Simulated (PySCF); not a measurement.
**Two-component Hartree-Fock for Ti (titanium, neutral)**

Start: [Ar] 3d2 4s2; 3d5/2 filled at m_j = +3/2, +5/2. Calculated with PySCF 2.14 in x2c-TZVPall-2c with one added diffuse shell each of s, p, d type (7s8p5d1f, 63 functions): generalised Hartree-Fock with the X2C-1e Hamiltonian and a Gaussian nucleus; one run each with spin-orbit coupling (SO) switched off, then screened by Boettger's factors. This is a chosen level, not necessarily the ground level.

| spinor shell | electrons | ε, spin-free (eV) | ε, screened SO (eV) | weight of nominal j (screened SO) | rms radius, screened SO (bohr) |
| --- | --- | --- | --- | --- | --- |
| 1s1/2 | 2 | -5017.8 | -5017.8 | 1.000 | 0.0804 |
| 2s1/2 | 2 | -589.12 | -589.13 | 1.000 | 0.350 |
| 2p1/2 | 2 | -484.81 | -488.67 | 0.997 | 0.318 |
| 2p3/2 | 4 | -484.81 | -482.94 | 0.998 | 0.321 |
| 3s1/2 | 2 | -79.076 | -79.084 | 1.000 | 1.08 |
| 3p3/2 | 4 | -48.925 | -49.460 | 0.854 | 1.19 |
| 3p1/2 | 2 | -48.925 | -47.885 | 0.707 | 1.18 |
| 3d5/2 | 2 | -11.783 | -11.772 | 0.897 | 1.67 |
| 4s1/2 | 2 | -6.069 | -6.070 | 1.000 | 4.04 |

```tsv
quantity	spin-free	screened SO
E (hartree)	-852.73026	-852.73591
M_J	4	4
⟨J²⟩	20.015	20.015
⟨L²⟩	12.008	12.009
⟨S²⟩	2.007	2.007
```

Each row is a mean over spinors that exchange with the open shell spreads, by up to 7.184 eV (3p3/2).

Rows whose weight is well below 1 are mixtures of j = l ± 1/2: exchange outweighs spin-orbit coupling there, and the label is only the starting occupation.

Without spin-orbit coupling the j labels of p, d and f shells carry no meaning; the spin-free column gives the mean over the occupied spinors of each nl shell.
